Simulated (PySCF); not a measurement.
## NMR problem set

- shielding tensors at PBE0/pcSseg-1 (GIAO)
- structure optimised with GFN2-xTB
- program: PySCF 2.14.0 with density-fitted response routines
- relativity neglected, no solvent model, fast rotation and ring inversion assumed for equivalent nuclei, one computed conformer

Referencing at the same level of theory: ¹H (σ = 31.72 ppm) and ¹³C (σ = 186.93 ppm) against TMS. Splittings of carbon signals by F and P are missing where no couplings were computed. Where no couplings were computed, multiplicities follow the n + 1 count of equivalent neighbours, and m marks all less simple cases (inequivalent or close neighbours, rings, F or P nearby). Acid and N–H amide carbonyl carbons lie up to 10 ppm further downfield in solution (hydrogen bonding). Shifts are as computed. Against solution values, carbons near 30 ppm lie about +3 ppm off and those near 130 ppm about +5 ppm. Of 1211 compounds with measured shifts, 218 miss one by over three times the rms of a fit or turn the order of signals round; such compounds aren't used in these exercises. OH and NH positions are gas-phase values without hydrogen bonding to other molecules.

Task: C4HF7O2. ¹H NMR (500 MHz, computed): δ 6.92 (br s, 1H). ¹³C{¹H} NMR (computed): δ 163.9 (C), 127.2 (C), 116.7 (C), 116.2 (C). What is it?

Result: heptafluorobutyric acid. The formula gives 1 degree of unsaturation (no ring in the answer). 4 carbon signals for 4 carbons: no two carbons are equivalent. Carbon types of the structure: 4 × C, leaving 1 H on heteroatoms. δC 163.9: carboxylic acid carbon; it is a carbonyl in resonance with an O or N lone pair, the region of acids, esters and amides. δC 127.2: CF3 carbon; 3 electronegative neighbours deshield it. δC 116.7: fully substituted sp3 carbon bonded to 2 F; 2 electronegative neighbours deshield it. δC 116.2: fully substituted sp3 carbon bonded to 2 F, α to a carbonyl; 2 electronegative neighbours deshield it.

The shifts were computed for this structure.

Task: C7H14N2. ¹H NMR (400 MHz, computed): δ 6.45 (q, 1H), 2.10 (sept, 1H), 1.68 (s, 3H), 1.64 (d, 3H), 1.17 (d, 6H). ¹³C{¹H} NMR (computed): δ 143.9 (C), 130.0 (CH), 39.3 (CH), 22.4 (CH3), 16.4 (CH3), 15.0 (CH3). Identify the compound.

Result: SMILES C/C=N\N=C(/C)C(C)C. Rings plus π bonds: 2 (no ring in the answer). 6 carbon signals for 7 carbons: some carbons are equivalent by symmetry or fast rotation. Carbon types of the structure: 1 × C, 2 × CH, 4 × CH3, which accounts for all hydrogens. δC 143.9, 130.0: C=N carbon. δC 39.3: sp3 CH; aliphatic region, no heteroatom directly attached. δC 22.4, 16.4, 15.0: methyl carbon; a saturated carbon with 1 carbon neighbour and no heteroatom attached. δH 1.68, 1.64, 1.17: hydrogen on a methyl carbon.

The shifts were computed for this structure.
